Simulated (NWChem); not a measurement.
System: SbCl₃; SMILES [Cl][Sb]([Cl])[Cl]

Excerpt of the output:

```
             Northwest Computational Chemistry Package (NWChem) 7.3.0
             --------------------------------------------------------

 C3V symmetry detected

                             Geometry "geometry" -> ""
                             -------------------------

 Output coordinates in angstroms (scale by  1.889725989 to convert to a.u.)

  No.       Tag          Charge          X              Y              Z
 ---- ---------------- ---------- -------------- -------------- --------------
    1 Sb                  51.0000     0.00000000     0.00000000     0.57918250
    2 Cl                  17.0000     1.45665404     1.45665404    -0.57918250
    3 Cl                  17.0000     0.53317238    -1.98982643    -0.57918250
    4 Cl                  17.0000    -1.98982643     0.53317238    -0.57918250

 Effective nuclear repulsion energy (a.u.)     710.9702383995

      Symmetry information
      --------------------

 Group name             C3v
 Group number             17
 Group order               6
 No. of unique centers     2

                                 NWChem DFT Module
                                 -----------------

 Summary of "ao basis" -> "ao basis" (spherical)
 ------------------------------------------------------------------------------
       Tag                 Description            Shells   Functions and Types
 ---------------- ------------------------------  ------  ---------------------
 Sb                        def2-tzvp                16       50   6s5p3d2f
 Cl                        def2-tzvp                13       37   5s5p2d1f

      Symmetry analysis of basis
      --------------------------

        a1         43
        a2         14
        e         104

  Rotation of axis

            General Information
            -------------------
          SCF calculation type: DFT
          Wavefunction type:  closed shell.
          No. of atoms     :     4
          No. of electrons :    74
           Alpha electrons :    37
            Beta electrons :    37
          Charge           :     0
          Spin multiplicity:     1
          Use of symmetry is: on ; symmetry adaption is: on
          Maximum number of iterations: 150
          AO basis - number of functions:   161
                     number of shells:    55
          Convergence on energy requested:  1.00D-06
          Convergence on density requested:  1.00D-05
          Convergence on gradient requested:  5.00D-04

              XC Information
              --------------
                  TPSS metaGGA Exchange Functional  1.000
             TPSS03 metaGGA Correlation Functional  1.000

             Grid Information
             ----------------
          Grid used for XC integration:  coarse
          Radial quadrature: Mura-Knowles
          Angular quadrature: Lebedev.
          Tag              B.-S. Rad. Rad. Pts. Rad. Cut. Ang. Pts.
          ---              ---------- --------- --------- ---------
          Sb                  1.45      104           8.0       302
          Cl                  1.00       70          10.0       302
          Grid pruning is: on
          Number of quadrature shells:   174
          Spatial weights used:  Erf1

      Superposition of Atomic Density Guess
      -------------------------------------

 Sum of atomic energies:       -1656.06671434

      Non-variational initial energy
      ------------------------------

 Total energy =   -1618.011283
 1-e energy   =   -3105.899673
 2-e energy   =    1096.659406
 HOMO         =      -0.311080
 LUMO         =      -0.002774

      Symmetry analysis of molecular orbitals - initial
      -------------------------------------------------

  Numbering of irreducible representations:

     1 a1          2 a2          3 e

  Orbital symmetries:

     1 a1          2 e           3 e           4 a1          5 e
     6 e           7 a1          8 e           9 e          10 a1
    11 e          12 e          13 e          14 e          15 a2
    16 a1         17 e          18 e          19 a1         20 e
    21 e          22 e          23 e          24 a1         25 a1
    26 e          27 e          28 a1         29 e          30 e
    31 a1         32 e          33 e          34 e          35 e
    36 a2         37 a1         38 e          39 e          40 a1
    41 a1         42 e          43 e          44 a1         45 e
    46 e          47 a1

   convergence    iter        energy       DeltaE   RMS-Dens  Diis-err
 ---------------- ----- ----------------- --------- --------- ---------
 d= 0,ls=0.0,diis     1  -1620.8818808974 -2.01D+03  1.46D-02  1.49D+00
 d= 0,ls=0.0,diis     2  -1620.5220323026  3.60D-01  1.02D-02  3.20D+00
 d= 0,ls=0.0,diis     3  -1620.9593905650 -4.37D-01  2.35D-03  2.67D-01
 d= 0,ls=0.0,diis     4  -1620.9958072779 -3.64D-02  5.59D-04  8.44D-03
 d= 0,ls=0.0,diis     5  -1620.9964185420 -6.11D-04  1.98D-04  1.71D-03
  Resetting Diis
 d= 0,ls=0.0,diis     6  -1620.9965824364 -1.64D-04  5.33D-05  1.02D-04
 d= 0,ls=0.0,diis     7  -1620.9965996275 -1.72D-05  1.65D-05  2.55D-06
 d= 0,ls=0.0,diis     8  -1620.9965993799  2.48D-07  1.09D-05  4.40D-06
 d= 0,ls=0.0,diis     9  -1620.9965999188 -5.39D-07  2.38D-06  2.94D-07

         Total DFT energy =    -1620.996599918833
      One electron energy =    -3106.802851767290
           Coulomb energy =     1198.746155055519
    Exchange-Corr. energy =     -104.168886538252
 Nuclear repulsion energy =      391.228983331190

 Numeric. integr. density =       73.999999538047

                  Occupations of the irreducible representations
                  ----------------------------------------------

                     irrep           alpha         beta
                     --------     --------     --------
                     a1               11.0         11.0
                     a2                2.0          2.0
                     e                24.0         24.0

                       DFT Final Molecular Orbital Analysis
                       ------------------------------------

 Vector   35  Occ=2.000000D+00  E=-2.960508D-01  Symmetry=e
              MO Center= -6.5D-01,  2.0D-01, -5.2D-01, r^2= 4.9D+00
   Bfn.  Coefficient  Atom+Function         Bfn.  Coefficient  Atom+Function
  ----- ------------  ---------------      ----- ------------  ---------------
   139      0.299764  4 Cl px               141     -0.280556  4 Cl pz
    65      0.222452  2 Cl px               102      0.191531  3 Cl px
   142      0.189681  4 Cl px               144     -0.181684  4 Cl pz
    67      0.144944  2 Cl pz                68      0.138899  2 Cl px
   136      0.139244  4 Cl px               104      0.135611  3 Cl pz

 Vector   36  Occ=2.000000D+00  E=-2.911256D-01  Symmetry=a2
              MO Center= -1.5D-14, -3.3D-14, -5.5D-01, r^2= 5.4D+00
   Bfn.  Coefficient  Atom+Function         Bfn.  Coefficient  Atom+Function
  ----- ------------  ---------------      ----- ------------  ---------------
   102      0.314064  3 Cl px               140     -0.314064  4 Cl py
    65     -0.229911  2 Cl px                66      0.229911  2 Cl py
   105      0.203904  3 Cl px               143     -0.203904  4 Cl py
    68     -0.149268  2 Cl px                69      0.149268  2 Cl py
    99      0.147004  3 Cl px               137     -0.147004  4 Cl py

 Vector   37  Occ=2.000000D+00  E=-2.783727D-01  Symmetry=a1
              MO Center=  8.1D-15,  2.7D-15, -9.2D-02, r^2= 5.2D+00
   Bfn.  Coefficient  Atom+Function         Bfn.  Coefficient  Atom+Function
  ----- ------------  ---------------      ----- ------------  ---------------
     6      0.338676  1 Sb s                  5      0.317505  1 Sb s
    67     -0.273573  2 Cl pz               104     -0.273573  3 Cl pz
   141     -0.273573  4 Cl pz                 3     -0.217468  1 Sb s
     2      0.192533  1 Sb s                 70     -0.188559  2 Cl pz
   107     -0.188559  3 Cl pz               144     -0.188559  4 Cl pz

 Vector   38  Occ=0.000000D+00  E=-9.987026D-02  Symmetry=e
              MO Center= -3.6D-02,  6.0D-03,  4.6D-01, r^2= 4.2D+00
   Bfn.  Coefficient  Atom+Function         Bfn.  Coefficient  Atom+Function
  ----- ------------  ---------------      ----- ------------  ---------------
    16      0.529638  1 Sb px                10     -0.342702  1 Sb px
    13      0.341327  1 Sb px                19      0.340471  1 Sb px
   129      0.219059  4 Cl s                144      0.183098  4 Cl pz
   141      0.174993  4 Cl pz                17     -0.169742  1 Sb py
   142      0.161178  4 Cl px               139      0.152724  4 Cl px

 Vector   39  Occ=0.000000D+00  E=-9.987026D-02  Symmetry=e
              MO Center=  3.6D-02, -6.0D-03,  4.6D-01, r^2= 4.2D+00
   Bfn.  Coefficient  Atom+Function         Bfn.  Coefficient  Atom+Function
  ----- ------------  ---------------      ----- ------------  ---------------
    17      0.529638  1 Sb py                11     -0.342702  1 Sb py
    14      0.341327  1 Sb py                20      0.340471  1 Sb py
    55     -0.195010  2 Cl s                 92      0.184411  3 Cl s
    16      0.169742  1 Sb px                70     -0.162997  2 Cl pz
    67     -0.155782  2 Cl pz               107      0.154138  3 Cl pz

 Vector   40  Occ=0.000000D+00  E=-9.320095D-02  Symmetry=a1
              MO Center=  7.6D-14,  3.7D-14,  8.0D-02, r^2= 4.6D+00
   Bfn.  Coefficient  Atom+Function         Bfn.  Coefficient  Atom+Function
  ----- ------------  ---------------      ----- ------------  ---------------
     5      0.563185  1 Sb s                 18     -0.520406  1 Sb pz
    21     -0.337576  1 Sb pz                12      0.324469  1 Sb pz
    15     -0.322948  1 Sb pz               106     -0.249351  3 Cl py
   142     -0.249351  4 Cl px                 3     -0.240825  1 Sb s
     2      0.218344  1 Sb s                  6      0.216836  1 Sb s

     Multipole analysis of the density
     ---------------------------------

     L   x y z        total         alpha         beta         nuclear
     -   - - -        -----         -----         ----         -------
     0   0 0 0     -0.000000    -37.000000    -37.000000     74.000000

     1   1 0 0      0.000000      0.000000      0.000000     -0.000000
     1   0 1 0      0.000000      0.000000      0.000000     -0.000000
     1   0 0 1      1.049522     15.847708     15.847708    -30.645894

     2   2 0 0    -48.621705   -217.530234   -217.530234    386.438764
     2   1 1 0     -0.000000     -0.000000     -0.000000      0.000000
     2   1 0 1      0.000000      0.000000      0.000000      0.000000
     2   0 2 0    -48.621705   -217.530234   -217.530234    386.438764
     2   0 1 1     -0.000000     -0.000000     -0.000000      0.000000
     2   0 0 2    -45.139129    -66.892678    -66.892678     88.646227

            General Information
            -------------------
          SCF calculation type: DFT
          Wavefunction type:  closed shell.
          No. of atoms     :     4
          No. of electrons :    74
           Alpha electrons :    37
            Beta electrons :    37
          Charge           :     0
          Spin multiplicity:     1
          Use of symmetry is: on ; symmetry adaption is: on
          Maximum number of iterations: 150
          AO basis - number of functions:   161
                     number of shells:    55
          Convergence on energy requested:  1.00D-06
          Convergence on density requested:  1.00D-05
          Convergence on gradient requested:  5.00D-04

              XC Information
              --------------
                  TPSS metaGGA Exchange Functional  1.000
             TPSS03 metaGGA Correlation Functional  1.000

             Grid Information
             ----------------
          Grid used for XC integration:  coarse
          Radial quadrature: Mura-Knowles
          Angular quadrature: Lebedev.
          Tag              B.-S. Rad. Rad. Pts. Rad. Cut. Ang. Pts.
          ---              ---------- --------- --------- ---------
          Sb                  1.45      104           8.0       302
          Cl                  1.00       70          10.0       302
          Grid pruning is: on
          Number of quadrature shells:   174
          Spatial weights used:  Erf1

          Convergence Information
          -----------------------
          Convergence aids based upon iterative change in
          total energy or number of iterations.
          Levelshifting, if invoked, occurs when the
          HOMO/LUMO gap drops below (HL_TOL):  1.00D-02
          DIIS, if invoked, will attempt to extrapolate
          using up to (NFOCK): 10 stored Fock matrices.

                    Damping( 0%)  Levelshifting(0.5)       DIIS
                  --------------- ------------------- ---------------
          dE  on:    start            ASAP                start
          dE off:    2 iters        150 iters           150 iters

                            NWChem DFT Gradient Module
                            --------------------------

  charge          =   0.00
  wavefunction    = closed shell

  Rotation of axis
  Using symmetry

                         DFT ENERGY GRADIENTS

    atom               coordinates                        gradient
                 x          y          z           x          y          z
   1 Sb      0.000000   0.000000   1.094496    0.000000   0.000000   0.002047
   2 Cl      2.752677   2.752677  -1.094496    0.000620   0.000620  -0.000682
   3 Cl      1.007550  -3.760227  -1.094496    0.000227  -0.000847  -0.000682
   4 Cl     -3.760227   1.007550  -1.094496   -0.000847   0.000227  -0.000682
```

Level: TPSS/def2-TZVP with def2 effective core potentials on Sb. Structure relaxed at the PBE0/def2-SVP level. def2 effective core potentials on Sb; no spin-orbit coupling.

Task: Which NWChem input produces such a log?

Result: One answer among several that fit: the input that was run:
```
start job
memory heap 200 mb stack 900 mb global 1100 mb
geometry units angstroms noautoz
  Sb     0.000000     0.000000     0.559077
  Cl    -1.973087     0.592123    -0.599288
  Cl     1.499337     1.412682    -0.599288
  Cl     0.473750    -2.004805    -0.599288
end
basis spherical
  * library def2-tzvp
end
ecp
  Sb library def2-ecp
end
dft
  xc xtpss03 ctpss03
  iterations 150
  grid coarse
end
task dft gradient
```
